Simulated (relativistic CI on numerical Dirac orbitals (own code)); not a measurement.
## How well does a small relativistic CI reproduce Mo II?

Calculated at this level of theory: Dirac-Coulomb-Breit CI, separate exchange-only KLI orbitals for each configuration, model QED (radiative potential, 1s self-energy scaled to tabulated hydrogen-like ionisation energies), valence Slater integrals scaled by 0.85, P86 correlation energy added to each configuration (own radial code, finite nucleus).

Configurations in the expansion (outside the closed core [Kr]): 4d⁵, 4d⁴5s, 4d⁴5p, 4d³5s², 4d⁴4f, 4d³5s5p, 4d⁴6s, 4d⁴5d, 4d⁴6p, 4d⁴6d, 4d⁴5f, 4d⁴5g, 4d³5s6s, 4d³5p². Levels of other configurations are missing.

```csv
Configuration,Term (tabulated),J,Measured (cm⁻¹),Computed,Error,Purity (%)
4d⁵,a 6S,5/2,0.0,0,0,99
4d⁴5s,a 6D,1/2,11783.4,13868,2085,98
4d⁴5s,a 6D,3/2,12034.1,14093,2059,99
4d⁴5s,a 6D,5/2,12417.3,14444,2027,99
4d⁴5s,a 6D,7/2,12900.3,14894,1994,100
4d⁴5s,a 6D,9/2,13460.7,15424,1963,99
4d⁵,a 4G,5/2,15199.2,16631,1432,94
4d⁵,a 4G,7/2,15330.6,16728,1397,95
4d⁵,a 4G,9/2,15427.7,16805,1378,96
4d⁵,a 4G,11/2,15447.0,16831,1385,96
4d⁴5p,z 6F°,1/2,45853.1,46153,300,97
4d⁴5p,z 6F°,3/2,46148.1,46414,266,98
4d⁴5p,z 6F°,5/2,46614.1,46832,218,98
4d⁴5p,z 4P°,1/2,47208.4,48077,868,61
4d⁴5p,z 6F°,7/2,47232.0,47394,162,98
4d⁴5p,z 6F°,9/2,47999.5,48092,92,98
4d⁴5p,z 4P°,5/2,48860.6,51127,2266,76
4d⁴5p,z 6F°,11/2,48959.7,48938,-21,99
4d⁴5p,z 6P°,3/2,49040.8,49281,240,81
4d⁴5p,z 6P° †,7/2,49481.0,49781,300,95
4d⁴5p,z 6P° †,5/2,49608.7,49313,-296,72
4d⁴5p,y 4G°,9/2,62953.8,63992,1038,75
4d⁴5p,y 4G°,11/2,63207.4,64224,1017,63
```

Measured levels from NIST Handbook of Basic Atomic Spectroscopic Data (Sansonetti and Martin, J. Phys. Chem. Ref. Data 34, 1559 (2005)); pairs were made by configuration, J and term (by order where the table uses no LS term), so strongly mixed levels may be paired wrongly.

Mean error by configuration (cm⁻¹): 4d⁴5s 2025; 4d⁵ 1398; 4d⁴5p 586. Over the excited levels the mean absolute error is 1110 cm⁻¹ (22 of the 26 excited levels that our extract of the source holds in range could be paired, and the others can miss by more), and the median relative error of those above 1,000 cm⁻¹ is 3.2 %. Some levels of the ground configuration have no partner. † marks terms whose computed intervals miss the measured ones by more than a factor of 2.5, or configurations far off the rest, from wrong mixing, a near crossing or a doubtful label or measurement; they are left out of the means.

Transition probabilities of persistent lines. The last column rescales the computed rate by the cube of measured over computed energy:

```tsv
λ measured (Å)	Lower	Upper	A tabulated (s⁻¹)	A computed	A rescaled
2015.11 air	4d⁵ a 6S5/2	4d⁴5p z 6P°5/2	8.80e+07	2.20e+08	2.24e+08
2020.31 air	4d⁵ a 6S5/2	4d⁴5p z 6P°7/2	2.15e+08	2.88e+08	2.83e+08
2038.45 air	4d⁵ a 6S5/2	4d⁴5p z 6P°3/2	1.84e+08	2.39e+08	2.35e+08
2045.97 air	4d⁵ a 6S5/2	4d⁴5p z 4P°5/2	1.18e+08	5.06e+06	4.42e+06
2775.40 air	4d⁴5s a 6D9/2	4d⁴5p z 6P°7/2	2.26e+08	2.38e+08	2.75e+08
2816.16 air	4d⁴5s a 6D9/2	4d⁴5p z 6F°11/2	2.33e+08	2.66e+08	3.16e+08
2848.23 air	4d⁴5s a 6D7/2	4d⁴5p z 6F°9/2	1.66e+08	1.98e+08	2.34e+08
2871.51 air	4d⁴5s a 6D5/2	4d⁴5p z 6F°7/2	1.15e+08	1.50e+08	1.77e+08
```
